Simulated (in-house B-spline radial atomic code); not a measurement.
Atomic self-consistent-field run: Cu⁷⁺ (with a hole in an inner shell). Level of theory: Dirac-Hartree-Fock, average of the jj configuration, Fermi nucleus of rms radius 3.8823 fm; calculated with a radial B-spline atomic code at the basis-set limit.

In the input, a minus or plus after the letter marks the j = l - 1/2 or j = l + 1/2 subshell.

Command:
```bash
python run_scf.py task.json out
```
Settings (nuclear radius in fm, mass in u):
```
Z                29
configuration    1s2 2s2 2p6 3s2 3p-1 3p+4 3d5
hamiltonian      dirac
method           hf
spin_polarised   False
nucleus          fermi
rms_radius       3.8823
atomic_mass      62.9296
speed_of_light   137.035999084
```

Output (hartree, bohr):
```
 radial grid: 65 intervals, B-splines of order 8, outer radius 8.961 bohr

 iter        energy (Eh)    residual
    1      -1616.1214271    1.08e+00
    2      -1631.8995232    4.07e-01
    3      -1634.1930340    1.36e-01
    4      -1634.4720849    4.55e-02
    5      -1634.5010052    1.62e-02
    6      -1634.5056039    1.13e-03
    7      -1634.5056169    5.20e-05
    8      -1634.5056170    6.61e-06
    9      -1634.5056170    1.55e-07

 total energy                    -1634.505617
 kinetic                           1664.04645
 electron-nucleus                 -3811.39201
 electron-electron                  512.83995

 first-order corrections (not in the total)
   Gaunt                            0.74013
   retardation                     -0.06708
   frequency dependence            -0.00228
   self-energy                      0.49889
   Uehling                         -0.04492
   Wichmann-Kroll                   0.00034
   recoil                           0.01086

 orbital      occ     eigenvalue          <r>       <r^2>       <1/r>       r_max    small
 1s1/2      2.000     -338.88354    0.0521036  0.00365237     29.1624     0.03412  1.09e-02
 2s1/2      2.000      -47.89233     0.233545   0.0643791     6.39848       0.196  2.10e-03
 2p1/2      2.000      -42.49480      0.20397   0.0510964     6.31087      0.1566  2.05e-03
 2p3/2      4.000      -41.79098     0.206754   0.0523398     6.18364      0.1591  2.03e-03
 3s1/2      2.000      -10.67155     0.673982    0.519475     2.10486      0.5991  5.03e-04
 3p1/2      1.000       -8.99821     0.683264    0.542024     2.00814      0.5956  4.70e-04
 3p3/2      4.000       -8.81467     0.691791    0.555301     1.97134      0.6022  4.59e-04
 3d3/2      2.000       -6.02530     0.697835    0.585095     1.77213      0.5424  3.81e-04
 3d5/2      3.000       -6.10327     0.698072    0.584326     1.76732      0.5449  3.80e-04
```

Time taken, with all properties: 0.92 s on 1 thread of Arm Neoverse V1 (shared host).

For the Dirac Hamiltonian the kinetic term is c α·p + (β - 1)c².
